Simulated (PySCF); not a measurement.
C₄H₁₁O₃Si, doublet, at a GFN2-xTB geometry; PBE0/STO-3G (PySCF).

PySCF was given this input:
```python
from pyscf import gto, scf, dft

mol = gto.Mole()
mol.atom = '''
    C     1.030450    1.685800    0.870273
    Si    0.182944    0.275549    0.008257
    O     1.132189   -0.725258   -0.859104
    C     2.216733   -1.447178   -0.358326
    O    -0.819676    0.687461   -1.203402
    C    -1.891260    1.576890   -1.106908
    O    -0.542000   -0.456212    1.284703
    C    -1.315943   -1.626012    1.264719
    H     1.166940    1.730786    1.934805
    H     1.440714    2.512742    0.319457
    H     3.085688   -0.795124   -0.237245
    H     2.455972   -2.233853   -1.075167
    H     1.986705   -1.896434    0.610935
    H    -2.504232    1.370223   -0.226123
    H    -2.499354    1.467256   -2.005665
    H    -1.530063    2.606170   -1.039749
    H    -0.765239   -2.455161    0.814174
    H    -2.236416   -1.474623    0.695513
    H    -1.565929   -1.874584    2.297351
'''
mol.basis = 'sto-3g'
mol.charge = 0
mol.spin = 1
mol.verbose = 4
mol.build()

mf = dft.UKS(mol)
mf.xc = 'pbe0'
mf.grids.atom_grid = (99, 590)
mf.grids.prune = None
mf.kernel()
```

What does PySCF print? Leave out banner, timings and long lists.


```
PySCF version 2.14.0

[INPUT] verbose = 4
[INPUT] num. atoms = 19
[INPUT] num. electrons = 73
[INPUT] charge = 0
[INPUT] spin (= nelec alpha-beta = 2S) = 1
[INPUT] symmetry False subgroup None
[INPUT] Mole.unit = angstrom
[INPUT] Symbol           X                Y                Z      unit          X                Y                Z       unit  Magmom
[INPUT]  1 C      1.030450000000   1.685800000000   0.870273000000 AA    1.947268285058   3.185700300792   1.644577623604 Bohr   0.0
[INPUT]  2 Si     0.182944000000   0.275549000000   0.008257000000 AA    0.345714056132   0.520712143898   0.015603468611 Bohr   0.0
[INPUT]  3 O      1.132189000000  -0.725258000000  -0.859104000000 AA    2.139527131245  -1.370538989650  -1.623471272518 Bohr   0.0
[INPUT]  4 C      2.216733000000  -1.447178000000  -0.358326000000 AA    4.189018261285  -2.734770073496  -0.677138003311 Bohr   0.0
[INPUT]  5 O     -0.819676000000   0.687461000000  -1.203402000000 AA   -1.548963150879   1.299113011320  -2.274100197754 Bohr   0.0
[INPUT]  6 C     -1.891260000000   1.576890000000  -1.106908000000 AA   -3.573963430345   2.979890228565  -2.091752965090 Bohr   0.0
[INPUT]  7 O     -0.542000000000  -0.456212000000   1.284703000000 AA   -1.024231559514  -0.862115734740   2.427736821407 Bohr   0.0
[INPUT]  8 C     -1.315943000000  -1.626012000000   1.264719000000 AA   -2.486771865539  -3.072717355256   2.389972534534 Bohr   0.0
[INPUT]  9 H      1.166940000000   1.730786000000   1.934805000000 AA    2.205197003800   3.270711520231   3.656251554439 Bohr   0.0
[INPUT] 10 H      1.440714000000   2.512742000000   0.319457000000 AA    2.722554883827   4.748394201692   0.603686238575 Bohr   0.0
[INPUT] 11 H      3.085688000000  -0.795124000000  -0.237245000000 AA    5.831105225857  -1.502566595069  -0.448328074422 Bohr   0.0
[INPUT] 12 H      2.455972000000  -2.233853000000  -1.075167000000 AA    4.641114449600  -4.221370372538  -2.031771168170 Bohr   0.0
[INPUT] 13 H      1.986705000000  -1.896434000000   0.610935000000 AA    3.754328340304  -3.583740873313   1.154499829911 Bohr   0.0
[INPUT] 14 H     -2.504232000000   1.370223000000  -0.226123000000 AA   -4.732312632372   2.589346199580  -0.427310540465 Bohr   0.0
[INPUT] 15 H     -2.499354000000   1.467256000000  -2.005665000000 AA   -4.723094548336   2.772711994625  -3.790157547626 Bohr   0.0
[INPUT] 16 H     -1.530063000000   2.606170000000  -1.039749000000 AA   -2.891400023330   4.924947534058  -1.964840848290 Bohr   0.0
[INPUT] 17 H     -0.765239000000  -2.455161000000   0.814174000000 AA   -1.446092129836  -4.639581881713   1.538565877742 Bohr   0.0
[INPUT] 18 H     -2.236416000000  -1.474623000000   0.695513000000 AA   -4.226213740595  -2.786633606985   1.314329086075 Bohr   0.0
[INPUT] 19 H     -1.565929000000  -1.874584000000   2.297351000000 AA   -2.959176940514  -3.542450357492   4.341364201996 Bohr   0.0

nuclear repulsion = 510.664707921955
number of shells = 37
number of NR pGTOs = 165
number of NR cGTOs = 55
basis = sto-3g
ecp = {}

******** <class 'pyscf.dft.uks.UKS'> ********
method = UKS
initial guess = minao
damping factor = 0
level_shift factor = 0
DIIS = <class 'pyscf.scf.diis.CDIIS'>
diis_start_cycle = 1
diis_space = 8
diis_damp = 0
SCF conv_tol = 1e-09
SCF conv_tol_grad = None
SCF max_cycles = 50
direct_scf = True
direct_scf_tol = 1e-13
number electrons alpha = 37  beta = 36
XC library pyscf.dft.libxc version 7.1.2
    S. Lehtola, C. Steigemann, M. J. T. Oliveira, and M. A. L. Marques,  SoftwareX 7, 1–5 (2018)
XC functionals = pbe0
    C. Adamo and V. Barone,  J. Chem. Phys. 110, 6158 (1999)
    M. Ernzerhof and G. E. Scuseria,  J. Chem. Phys. 110, 5029 (1999)
radial grids:
    Treutler-Ahlrichs [JCP 102, 346 (1995); DOI:10.1063/1.469408] (M4) radial grids

becke partition: Becke, JCP 88, 2547 (1988); DOI:10.1063/1.454033
pruning grids: None
grids dens level: 3
symmetrized grids: False
atomic radii adjust function: <function treutler_atomic_radii_adjust>
User specified grid scheme (99, 590)
small_rho_cutoff = 0
Set gradient conv threshold to 3.16228e-05
tot grids = 1109792
init E= -666.222359269572

cycle= 1 E= -665.052957396794  delta_E= 1.17  |g|= 0.588  |ddm|= 3.79
cycle= 2 E= -665.066143625628  delta_E= -0.0132  |g|= 0.613  |ddm|= 1.74
cycle= 3 E= -665.291847048078  delta_E= -0.226  |g|= 0.0719  |ddm|= 0.925
cycle= 4 E= -665.294829243795  delta_E= -0.00298  |g|= 0.0264  |ddm|= 0.143
cycle= 5 E= -665.295243079587  delta_E= -0.000414  |g|= 0.00884  |ddm|= 0.0483
cycle= 6 E= -665.295296573331  delta_E= -5.35e-05  |g|= 0.00133  |ddm|= 0.0142
cycle= 7 E= -665.295299386502  delta_E= -2.81e-06  |g|= 0.000386  |ddm|= 0.00463
cycle= 8 E= -665.29529951661  delta_E= -1.3e-07  |g|= 0.000132  |ddm|= 0.00093
cycle= 9 E= -665.295299528665  delta_E= -1.21e-08  |g|= 4.23e-05  |ddm|= 0.000274
cycle= 10 E= -665.295299529914  delta_E= -1.25e-09  |g|= 8.81e-06  |ddm|= 7.75e-05
cycle= 11 E= -665.295299529975  delta_E= -6.09e-11  |g|= 3.97e-06  |ddm|= 2.07e-05
Extra cycle  E= -665.295299529978  delta_E= -3.18e-12  |g|= 3.19e-06  |ddm|= 1.16e-05
converged SCF energy = -665.295299529978  <S^2> = 0.75507553  2S+1 = 2.0050691
```
